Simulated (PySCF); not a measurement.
A GIAO shielding run with PySCF 2.14.0 with density-fitted response routines (density fitting, non-relativistic, gas phase) on `CC[C@@H](/N=C(\C=C)C)[SiH3]`, C7H15NSi:

```
$ OMP_NUM_THREADS=1 python probes_run.py task.json out

{"job": {"kind": "nmr", "xc": "PBE0", "basis": "pcSseg-1"}, "charge": 0, "multiplicity": 1}
C      2.786748     0.839502    -1.852943
C      1.569283     0.617492    -1.369567
C      1.269356    -0.104163    -0.132040
C      2.426163    -0.549592     0.718341
N      0.112221    -0.398283     0.303805
C     -1.124074    -0.109148    -0.330413
Si    -1.514026    -1.612059    -1.464699
C     -2.193814     0.066437     0.751457
C     -1.933545     1.312254     1.591066
H      3.680128     0.496290    -1.360183
H      2.934084     1.374731    -2.776771
H      0.714786     0.981482    -1.925729
H      3.057217    -1.244707     0.167452
H      2.042514    -1.043743     1.605989
H      3.030987     0.305452     1.015423
H     -1.103827     0.804954    -0.946585
H     -0.469388    -1.689101    -2.488529
H     -1.521500    -2.827434    -0.656909
H     -2.821590    -1.387025    -2.086299
H     -2.181310    -0.811954     1.397941
H     -3.178534     0.135505     0.283321
H     -0.945697     1.250070     2.041599
H     -1.974198     2.207393     0.972325
H     -2.673720     1.405410     2.382970
```

Hardware: 1 thread of an Arm Neoverse N1, shared host. The job also computes population analyses, field gradients.

Problem. How large is the calculation?

Solution. 78 electrons, 235 basis functions and 1232 auxiliary functions.

Problem. How long does it take, and how much memory does it need?

Solution. 91 s of wall time, with 14 SCF cycles and 5 response iterations; peak memory 1.1 GiB. Times on a shared host scatter by some tens of per cent.
